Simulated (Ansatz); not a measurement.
The first iterations of a band of ClH + H4OSn (8 atoms, charge 0, multiplicity 1).

Computed with RKS PBE0-D4/def2-SVP in Ansatz 0.2.0.

```
movable images  : 9
climbing image  : yes
spring          : 0.5 eV/Å²
optimiser       : quadratic models (default)
start path      : through a guess of the saddle point
force threshold : 0.05 eV/Å
iteration limit : 60
end points      : relaxed
```

Initial state:

```xyz
8
Properties=species:S:1:pos:R:3
Sn -0.373 -0.224 -0.013
H -0.723 -0.584 1.618
O 1.612 0.164 -0.164
H 2.178 -0.604 -0.018
H -1.083 1.198 -0.610
H -0.628 -1.579 -1.029
Cl 1.574 2.317 1.794
H 1.811 1.367 0.877
```

Final state:

```xyz
8
Properties=species:S:1:pos:R:3
Sn -0.364 0.499 -0.629
H 2.167 -0.488 2.506
O 1.484 -0.177 -0.781
H 1.833 -0.486 0.064
H -0.614 1.441 -2.023
H -1.465 -0.762 -0.290
Cl -0.403 1.912 1.262
H 1.729 0.116 2.346
```

| iteration | highest image above the first end (eV) | largest band force component (eV/Å) |
| --- | --- | --- |
| 1 | 2.751 | 11.401 |
| 2 | 2.022 | 2.559 |
| 3 | 1.690 | 1.859 |
| 4 | 1.529 | 1.779 |
| 5 | 1.393 | 0.866 |

**Question.** Does the band converge within its limit, and where does its top end?

**Answer.** It converged. It ended after 17 iterations with the highest image 1.546 eV above the first end. Neighbouring images differ by up to 1.5 eV, so the band resolves the path poorly. Another band between the same ends (9 images) ends at a top of the same energy, where a vibrational analysis finds 1 clearly imaginary mode. The orbitals stay closed-shell, which can raise the energy where a bond breaks towards radicals; this wasn't checked here.

The run took 5.1 min on 2 threads of Arm Neoverse V1 (shared host), peak memory 0.18 GiB.
